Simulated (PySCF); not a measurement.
C4H5NSi, SMILES C(#C)[SiH](C#C)N.

The structure is a stationary point at PBE-D3(BJ)/def2-SVP. This is a generated structure with no PubChem entry under its InChIKey; it may be hypothetical. One conformer was computed; it need not be the lowest.

These are PBE-D3(BJ)/def2-SVP (PySCF) values and carry that method's errors.

Frequencies are harmonic and unscaled.

Question: List the normal modes with their intensities. (The exact figures need the calculation; the answer reports its results.)

Answer: 
| mode | ν (cm⁻¹) | IR (km/mol) | moving atoms (share of kinetic energy) |
|---|---|---|---|
| 1 | 89 | 0.2 | C 66 %, H 19 %, Si 10 % |
| 2 | 131 | 9.4 | H 40 %, C 31 %, N 17 %, Si 12 % |
| 3 | 142 | 2.0 | C 38 %, N 26 %, H 25 %, Si 10 % |
| 4 | 190 | 13.2 | H 64 %, C 29 % |
| 5 | 235 | 4.3 | C 76 %, H 24 % |
| 6 | 323 | 22.6 | C 67 %, H 24 % |
| 7 | 382 | 36.4 | C 69 %, H 16 % |
| 8 | 392 | 38.9 | C 68 %, Si 15 %, H 13 % |
| 9 | 450 | 180.7 | H 61 %, N 32 % |
| 10 | 575 | 41.3 | C 56 %, Si 31 % |
| 11 | 644 | 89.2 | C 43 %, Si 42 %, H 15 % |
| 12 | 692 | 27.7 | H 76 %, C 24 % |
| 13 | 695 | 33.2 | H 76 %, C 24 % |
| 14 | 695 | 23.1 | H 76 %, C 24 % |
| 15 | 706 | 22.0 | H 75 %, C 24 % |
| 16 | 715 | 77.3 | H 88 % |
| 17 | 811 | 182.4 | H 84 %, Si 11 % |
| 18 | 847 | 93.7 | N 44 %, Si 37 %, H 17 % |
| 19 | 893 | 133.0 | H 76 %, Si 12 %, N 12 % |
| 20 | 1493 | 35.8 | H 90 %, N 10 % |
| 21 | 2077 | 31.6 | C 90 %, H 9 % |
| 22 | 2090 | 40.4 | C 90 %, H 9 % |
| 23 | 2191 | 91.4 | H 97 % |
| 24 | 3389 | 48.9 | H 86 %, C 14 % |
| 25 | 3391 | 45.2 | H 86 %, C 14 % |
| 26 | 3477 | 25.2 | H 96 % |
| 27 | 3573 | 25.1 | H 91 %, N 9 % |
